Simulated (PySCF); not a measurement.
C2H6F2Si, SMILES C[SiH2]C(F)F. Geometry: PBE-D3(BJ)/def2-SVP. One conformer was computed; it need not be the lowest.

Computed equilibrium geometry at PBE-D3(BJ)/def2-SVP (PySCF confirms it by a frequency run) as a Z-matrix, and its point group (one conformer of several):
point group Cs.
```
Si
H 1 1.5044
H 1 1.5044 2 109.20
C 1 1.8810 2 112.33 3 125.30
H 4 1.1077 1 111.85 2 -61.79
H 4 1.1082 5 108.67 1 121.30
H 4 1.1082 5 108.67 6 117.40
C 1 1.9339 2 107.94 3 -117.09
F 8 1.3807 1 108.58 2 -62.48
F 8 1.3807 9 107.94 1 117.54
H 8 1.1164 9 107.54 10 115.76
```
